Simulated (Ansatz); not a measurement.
C4H4, SMILES `C#C[C]C` (excited singlet) (charge 0, multiplicity 1). This singlet is an excited state, 0.49 eV above the relaxed triplet at the level B3LYP/cc-pVTZ // B3LYP-D3(BJ)/def2-TZVP (Ansatz, a first-principles code).

Cartesian coordinates (Å):
SMILES: C#C[C]C
```xyz
8

C      2.5675     0.1438    -0.2559
C      1.2337     0.0766    -0.1683
C      0.0044    -0.0424    -0.2307
C     -1.4227    -0.1735    -0.3631
H      3.0527     0.5160     0.6541
H     -1.9389    -0.2863     0.5936
H     -1.7073    -0.9882    -1.0353
H     -1.7894     0.7539    -0.8203
```
Charge 0, spin multiplicity 1.

Frozen-core energies in 6-31g from Ansatz at a geometry from B3LYP-D3(BJ)/def2-TZVP; the HF reference has <S^2> = 0.00 (restricted, and unstable towards unrestricted orbitals) and the T1 diagnostic is 0.021.

```
level    energy (Ha)
-------  -----------
HF        -153.56011
MP2       -153.88706
CCSD      -153.92421
CCSD(T)   -153.93855
```

### Question
Estimate the energies of CCSDT and CCSDT(Q), and give each level's difference from CCSDT(Q).

### Answer

```csv
level,energy (Ha),difference from CCSDT(Q) (mHa)
MP2,-153.88706,54.40
CCSD,-153.92421,17.25
CCSD(T),-153.93855,2.91
CCSDT,-153.93996,1.50
CCSDT(Q),-153.94146,0.00
```
